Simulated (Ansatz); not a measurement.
# Forces on a displaced structure

InH$_{2}$SCl (SMILES [SH][InH][Cl]), closed shell, displaced at random from a GFN2-xTB minimum.

```
5
angstrom
S -1.1358 -1.1592 0.9983
In 0.5976 -0.1155 -0.3168
Cl 0.1916 2.1336 -0.6354
H -1.7930 0.0026 1.0813
H 1.9411 -0.8118 -0.9981
```

Computed with Ansatz 0.2.0 (basis: def2-TZVPP); correlated methods freeze the cores. Filled d shells of the heavier atoms are correlated. Core potentials replace the inner electrons of the atoms past krypton. The def2 sets are not built for correlating such inner shells, so the correlated values are less sure here.

CCSD(T) forces from the calculation:
| atom | Fx | Fy | Fz (eV/Å) |
| --- | --- | --- | --- |
| S1 | 0.441 | 0.156 | -0.301 |
| In2 | -0.708 | -0.328 | 0.477 |
| Cl3 | -0.065 | 0.325 | -0.033 |
| H4 | -0.077 | 0.079 | 0.035 |
| H5 | 0.409 | -0.231 | -0.178 |

Q: Which atom feels the largest CCSD(T) force, and how large is it?

A: In2, 0.91 eV/Å, along (-0.77, -0.36, 0.52).

Root-mean-square difference of the force components from those of CCSD(T): PBE0-D4 0.027; wB97M-V 0.033; r2SCAN-D4 0.041; PBE-D4 0.163; r2SCAN0-D4 0.063; LC-wPBE 0.158 eV/Å.

The T1 diagnostic stays at or below 0.014.

For scale, one of the runs: CCSD(T)/def2-TZVPP forces, 162 basis functions (an equivalent command: `ansatz run in.yaml --threads 4`). The run took 2 min on 4 CPU threads (shared host), with 2.3 GiB of host memory at its peak.
